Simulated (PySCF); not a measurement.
Te (tellurium, neutral) across methods

[Kr] 4d10 5s2 5p3 5d1, high-spin 5D determinant (an excited configuration). Computed with PySCF 2.14 in aug-cc-pVQZ-PP with ECP28MDF, with a scalar-relativistic core potential. The B2PLYP total includes its PT2 part (frozen core); its orbital energies are those of the SCF part.

```json
{"method": "LDA", "E (hartree)": "-267.3377", "mean ε 5s β (eV)": "-16.959", "mean ε 5p α (eV)": "-9.107", "mean ε 5d α (eV)": "-0.210", "Σ⟨r²⟩ (bohr²)": "75.57", "⟨S²⟩": "6.001"}
{"method": "r2SCAN0", "E (hartree)": "-267.8177", "mean ε 5s β (eV)": "-17.391", "mean ε 5p α (eV)": "-10.603", "mean ε 5d α (eV)": "-0.633", "Σ⟨r²⟩ (bohr²)": "74.99", "⟨S²⟩": "6.001"}
{"method": "r2SCANh", "E (hartree)": "-267.8330", "mean ε 5s β (eV)": "-16.820", "mean ε 5p α (eV)": "-9.941", "mean ε 5d α (eV)": "-0.384", "Σ⟨r²⟩ (bohr²)": "75.15", "⟨S²⟩": "6.001"}
{"method": "UHF", "E (hartree)": "-266.78120", "mean ε 5s β (eV)": "-18.842", "mean ε 5p α (eV)": "-13.379", "mean ε 5d α (eV)": "-1.717", "Σ⟨r²⟩ (bohr²)": "75.69", "⟨S²⟩": "6.002"}
{"method": "PBE0", "E (hartree)": "-267.7534", "mean ε 5s β (eV)": "-17.382", "mean ε 5p α (eV)": "-10.280", "mean ε 5d α (eV)": "-0.686", "Σ⟨r²⟩ (bohr²)": "75.26", "⟨S²⟩": "6.001"}
{"method": "LC-wPBE", "E (hartree)": "-267.7669", "mean ε 5s β (eV)": "-20.111", "mean ε 5p α (eV)": "-12.968", "mean ε 5d α (eV)": "-2.035", "Σ⟨r²⟩ (bohr²)": "73.97", "⟨S²⟩": "6.003"}
{"method": "PBE", "E (hartree)": "-267.7354", "mean ε 5s β (eV)": "-16.465", "mean ε 5p α (eV)": "-9.028", "mean ε 5d α (eV)": "-0.263", "Σ⟨r²⟩ (bohr²)": "75.70", "⟨S²⟩": "6.001"}
{"method": "B2PLYP", "E (hartree)": "-267.4644", "mean ε 5s β (eV)": "-18.223", "mean ε 5p α (eV)": "-11.275", "mean ε 5d α (eV)": "-0.915", "Σ⟨r²⟩ (bohr²)": "75.85", "⟨S²⟩": "6.001"}
```

Q: Estimate the same row for r2SCAN.

A: E (hartree) = -267.8433; mean ε 5s β (eV) = -16.437; mean ε 5p α (eV) = -9.500; mean ε 5d α (eV) = -0.220; Σ⟨r²⟩ (bohr²) = 75.26; ⟨S²⟩ = 6.001.

Energies and moments cover only the electrons outside the core potential. The outer electron is Rydberg-like, and this basis confines it to a smaller radius and binds it less than a complete one would.
